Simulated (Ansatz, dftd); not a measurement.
Reaction: CH6BN (SMILES BNC) → CH5BN (SMILES [BH]NC, doublet) + H (doublet) (the B-H bond breaks)
Each species at its own B3LYP-D3(BJ)/def2-TZVP minimum (Ansatz, a first-principles code).

Property: bond dissociation energy (electronic), in kJ/mol. Open shells are spin-unrestricted; no spin-orbit coupling. Correlated methods leave the cores frozen. Rows without X2C or -DK are non-relativistic. CBS(X,Y): correlation extrapolated as X^-3, Hartree-Fock from the larger set. A bracket is a step between two methods taken in the basis named. The functionals are non-relativistic, so their misses hold any scalar relativity. Double hybrids freeze cores in their MP2 part. 'core' is core correlation in cc-pwCVTZ, 'X2C' scalar relativity in cc-pVTZ-DK, both at CCSD(T). For partners of very few electrons the exact lower level stands in for a higher one.

Compared with CCSD(T)/CBS(cc-pVTZ,cc-pVQZ) + [CCSDT(Q) - CCSD(T)]/cc-pVDZ + core + X2C (Ansatz): 468.3 kJ/mol.

Costs are rough ratios of core time, to one figure, on one kind of shared machine, summed over the single points of the molecules; atoms, geometries and frequencies are left out. The first row took roughly 20 core seconds; short runs hold start-up time.

```
level                               program  cost relative to the first row
---------------------------  --------------  ------------------------------
PBE0-D3(BJ)/def2-TZVPD       Ansatz + dftd3                               1
CAM-B3LYP-D4/def2-TZVPD      Ansatz + dftd4                               1
r2SCAN/def2-TZVPD                    Ansatz                               1
B2GP-PLYP-D3(BJ)/def2-TZVPD  Ansatz + dftd3                               2
B2GP-PLYP-D4/def2-TZVPD      Ansatz + dftd4                               2
CCSDT(Q)/cc-pVDZ                     Ansatz                              60
```

Question: Among the rows that cost no more than B2GP-PLYP-D3(BJ)/def2-TZVPD, which comes nearest?

Answer: CAM-B3LYP-D4/def2-TZVPD.
```tsv
level	difference (kJ/mol)
PBE0-D3(BJ)/def2-TZVPD	-19.9
CAM-B3LYP-D4/def2-TZVPD	-3.5
r2SCAN/def2-TZVPD	-24.3
B2GP-PLYP-D3(BJ)/def2-TZVPD	-8.8
B2GP-PLYP-D4/def2-TZVPD	-8.8
CCSDT(Q)/cc-pVDZ	-19.6
```
